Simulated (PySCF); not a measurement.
AsBH6N2.
SMILES with atom numbers: `[NH2:1][B:2]([NH2:3])[AsH2:4]` (hydrogens: H5, H6 on N1; H7, H8 on N3; H9, H10 on As4)

Cartesian coordinates in Å at the PBE0-D3(BJ)/def2-SVP level; atoms count from 1:
```xyz
10
AsBH6N2 angstrom
N     -0.5644    1.1835    0.0887
B     -0.1325   -0.1436   -0.1064
N     -1.0111   -1.1950   -0.4397
As     1.8706   -0.6578    0.0796
H     -1.5289    1.4790    0.0042
H      0.0687    1.9264    0.3422
H     -2.0112   -1.0828   -0.5457
H     -0.6893   -2.1382   -0.5984
H      1.9846   -0.1427    1.5120
H      2.3941    0.6574   -0.4912
```

The calculation used EOM-IP-CCSD/aug-cc-pVDZ in PySCF, restricted Hartree–Fock reference, 12 core orbitals frozen, non-relativistic, gas phase, PBE0-D3(BJ)/def2-SVP geometry.

Hartree–Fock orbital energies give these Koopmans values (eV): HOMO 9.30, HOMO-1 10.60, HOMO-2 11.52, HOMO-3 12.37, HOMO-4 13.42, HOMO-5 16.41, HOMO-6 18.10, HOMO-7 18.37.

Question: What vertical ionisation energies does EOM-IP-CCSD give?

Answer: 
```tsv
leading hole (HF orbital)	Koopmans (eV)	EOM-IP-CCSD (eV)	change (eV)	one-hole share
HOMO	9.30	8.98	-0.32	0.96
HOMO-1	10.60	9.38	-1.22	0.94
HOMO-2	11.52	10.90	-0.62	0.95
HOMO-3	12.37	11.31	-1.06	0.94
HOMO-4	13.42	12.55	-0.87	0.94
HOMO-5	16.41	14.86	-1.55	0.95
HOMO-6	18.10	16.70	-1.40	0.93
HOMO-7	18.37	16.90	-1.47	0.92
```

Question: Does the order of the lines follow the orbital energies?

Answer: Yes, no two lines change places. The corrections run from -1.55 to -0.32 eV, with a mean of -1.06 eV over the 8 lines; no line lies above its Koopmans value. Koopmans values leave out both the relaxation of the orbitals and the change in correlation energy.

Question: At what kinetic energies would He I light (21.22 eV) eject these electrons?

Answer: 12.24 eV (HOMO), 11.84 eV (HOMO-1), 10.32 eV (HOMO-2), 9.91 eV (HOMO-3), 8.67 eV (HOMO-4), 6.36 eV (HOMO-5), 4.52 eV (HOMO-6), 4.32 eV (HOMO-7).

One root was sought for each valence orbital with −ε under 21 eV, eight at most, so deeper holes and satellites are missing; no vibrational structure.

One conformer stands for the species.
